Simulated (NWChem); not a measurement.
System: SnH4SO3; SMILES [OH][Sn]([OH])([OH])[SH]

NWChem printed, in part:

```
             Northwest Computational Chemistry Package (NWChem) 7.3.0
             --------------------------------------------------------

 C1  symmetry detected

                             Geometry "geometry" -> ""
                             -------------------------

 Output coordinates in angstroms (scale by  1.889725989 to convert to a.u.)

  No.       Tag          Charge          X              Y              Z
 ---- ---------------- ---------- -------------- -------------- --------------
    1 O                    8.0000     0.08300008    -1.27325038     1.65396726
    2 Sn                  50.0000    -0.00345414    -0.22046277    -0.00689962
    3 O                    8.0000     1.43620005    -1.03272573    -1.08679617
    4 O                    8.0000    -1.80812718    -0.46944501    -0.76044674
    5 S                   16.0000     0.20107479     2.15768196     0.16755918
    6 H                    1.0000     0.91547888    -1.76070481     1.70281963
    7 H                    1.0000     1.64560774    -0.50744584    -1.86869116
    8 H                    1.0000    -2.18261274    -1.31738183    -0.48966872
    9 H                    1.0000    -1.11154721     2.28912863    -0.13422044

 Effective nuclear repulsion energy (a.u.)     666.1064741956

 Summary of "ao basis" -> "ao basis" (spherical)
 ------------------------------------------------------------------------------
       Tag                 Description            Shells   Functions and Types
 ---------------- ------------------------------  ------  ---------------------
 O                          def2-svp                 6       14   3s2p1d
 Sn                         def2-svp                10       26   4s4p2d
 S                          def2-svp                 8       18   4s3p1d
 H                          def2-svp                 3        5   2s1p

            General Information
            -------------------
          SCF calculation type: DFT
          Wavefunction type:  closed shell.
          No. of atoms     :     9
          No. of electrons :    66
           Alpha electrons :    33
            Beta electrons :    33
          Charge           :     0
          Spin multiplicity:     1
          Use of symmetry is: off; symmetry adaption is: off
          Maximum number of iterations: 150
          AO basis - number of functions:   106
                     number of shells:    48
          Convergence on energy requested:  1.00D-06
          Convergence on density requested:  1.00D-05
          Convergence on gradient requested:  5.00D-04

              XC Information
              --------------
          PerdewBurkeErnzerhof Exchange Functional  1.000
            Perdew 1991 LDA Correlation Functional  1.000 local
           PerdewBurkeErnz. Correlation Functional  1.000 non-local

             Grid Information
             ----------------
          Grid used for XC integration:  medium
          Radial quadrature: Mura-Knowles
          Angular quadrature: Lebedev.
          Tag              B.-S. Rad. Rad. Pts. Rad. Cut. Ang. Pts.
          ---              ---------- --------- --------- ---------
          O                   0.60       49          11.0       434
          Sn                  1.45      123           9.0       590
          S                   1.00       88          11.0       590
          H                   0.35       45          12.0       434
          Grid pruning is: on
          Number of quadrature shells:   538
          Spatial weights used:  Erf1

      Superposition of Atomic Density Guess
      -------------------------------------

 Sum of atomic energies:        -872.51363910

      Non-variational initial energy
      ------------------------------

 Total energy =    -837.565212
 1-e energy   =   -1960.947810
 2-e energy   =     759.965097
 HOMO         =      -0.324901
 LUMO         =      -0.070465

     ---------------------------------------------
      Total Density - Mulliken Population Analysis
     ---------------------------------------------

    Atom       Charge   Shell Charges
 -----------   ------   -------------------------------------------------------
    1 O    8     8.90   1.99  1.11  0.68  3.07  2.05  0.00
    2 Sn  22    20.13   1.60  0.41  0.74  0.15  3.26  2.73  0.72  0.31  9.78  0.42
    3 O    8     8.90   1.99  1.11  0.68  3.07  2.05  0.00
    4 O    8     8.90   1.99  1.11  0.68  3.07  2.04  0.00
    5 S   16    16.41   2.00  1.99  1.21  0.65  5.94  1.75  2.85  0.02
    6 H    1     0.66   0.53  0.07  0.06
    7 H    1     0.66   0.53  0.07  0.06
    8 H    1     0.66   0.53  0.07  0.06
    9 H    1     0.79   0.57  0.19  0.03

   convergence    iter        energy       DeltaE   RMS-Dens  Diis-err
 ---------------- ----- ----------------- --------- --------- ---------
 d= 0,ls=0.0,diis     1   -839.7253757979 -1.20D+03  2.96D-02  1.53D+00
 d= 0,ls=0.0,diis     2   -839.0180328378  7.07D-01  2.05D-02  8.09D+00
 d= 0,ls=0.0,diis     3   -839.9027810215 -8.85D-01  4.51D-03  8.57D-02
 d= 0,ls=0.0,diis     4   -839.9065604709 -3.78D-03  2.41D-03  5.40D-02
 d= 0,ls=0.0,diis     5   -839.9147312692 -8.17D-03  6.18D-04  4.66D-03
  Resetting Diis
 d= 0,ls=0.0,diis     6   -839.9150014891 -2.70D-04  3.07D-04  2.00D-03
 d= 0,ls=0.0,diis     7   -839.9152298883 -2.28D-04  8.71D-05  1.36D-05
 d= 0,ls=0.0,diis     8   -839.9152275602  2.33D-06  5.34D-05  2.94D-05
 d= 0,ls=0.0,diis     9   -839.9152318573 -4.30D-06  1.03D-05  1.87D-06
 d= 0,ls=0.0,diis    10   -839.9152320807 -2.23D-07  2.90D-06  8.97D-08

         Total DFT energy =     -839.915232080737
      One electron energy =    -1964.480220128948
           Coulomb energy =      831.816433330055
    Exchange-Corr. energy =      -70.668945364399
 Nuclear repulsion energy =      363.417500082556

 Numeric. integr. density =       65.999990145638

                       DFT Final Molecular Orbital Analysis
                       ------------------------------------

[...]
```

Level: PBE/def2-SVP with def2 effective core potentials on Sn. Geometry: optimised at PBE0/def2-SVP. Not confirmed as a minimum by frequencies. def2 effective core potentials on Sn; no spin-orbit coupling.

Q: Reconstruct the input file.

A: This is not unique; one that fits is the input that was run:
```
start job
memory heap 200 mb stack 900 mb global 1100 mb
geometry units angstroms noautoz
  O      0.204171    -1.186098     1.738909
  Sn    -0.018386    -0.242043     0.026150
  O      1.357333    -1.099991    -1.100737
  O     -1.866320    -0.564602    -0.580287
  S      0.152534     2.145110     0.037429
  H      1.047158    -1.657268     1.758685
  H      1.501443    -0.622310    -1.926681
  H     -2.204714    -1.399055    -0.231382
  H     -1.180260     2.237987    -0.177884
end
basis spherical
  O library def2-svp
  Sn library def2-svp
  S library def2-svp
  H library def2-svp
end
ecp
  Sn library def2-ecp
end
dft
  xc xpbe96 cpbe96
  iterations 150
  mulliken
end
task dft energy
```
